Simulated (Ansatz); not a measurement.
Harmonic frequencies (cm⁻¹) at PBE0-D4/def2-TZVP from Ansatz: 59, 118, 195, 302, 445, 599, 637, 751, 769, 825, 868, 898, 936, 951, 968, 1202, 2162, 2209, 2255, 2274, 3595.

Each molecule was computed in one conformer, which needn't be the lowest.

Task: Which molecule is it?
A. `F[SiH2]N[SiH2]`•
B. `[CH3][GeH][Br]`•
C. `[CH3][SnH][Br]`•
D. `[CH2]BC`•

Result: A.
